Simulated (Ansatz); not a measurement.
Consider the redistribution: `C[S][Sn][OH]` + `N[SiH](Cl)Br` → `[OH][Sn][Br]` + `CS[SiH](N)Cl`.

Gas-phase electronic energies from Ansatz, PBE0-D4/def2-TZVP geometries. CCSD(T)/CBS adds triple-zeta CCSD(T) − MP2 to the extrapolated MP2 energy (def2 sets, frozen cores). Functionals use def2-TZVPP. def2 core potentials past Kr. For Br, Sn outer-core shells are correlated without core-valence functions, which leaves a few kJ/mol of doubt a bond. Scalar relativity is left out up to krypton. One conformer a species, not always the lowest.

```tsv
species	r2SCAN-D4 energy (Eh)
`C[S][Sn][OH]`	-728.35172
`N[SiH](Cl)Br`	-3380.49445
`[OH][Sn][Br]`	-2864.43922
`CS[SiH](N)Cl`	-1244.41456
```

Work out ΔE.

ΔE = (-2864.43922) + (-1244.41456) − (-728.35172) − (-3380.49445) = -0.00761 Eh = -0.21 eV. CCSD(T)/CBS gives -0.21 eV.

Largest T1 diagnostic among the species: 0.016.

Leaving LDA and LC-ωPBE aside and taking each functional with its dispersion term where it has one, the values, not all of them listed here, spread over 0.06 eV, from BHLYP-D4 to PBE-D4. In def2-TZVPP, CCSD(T) changes the Hartree–Fock value by +0.11 eV (the triples alone add +0.02 eV) and MP2 by +0.11 eV. From BLYP to BHLYP (50 % exact exchange), in def2-TZVPP and without D4, ΔE moves by −0.05 eV.
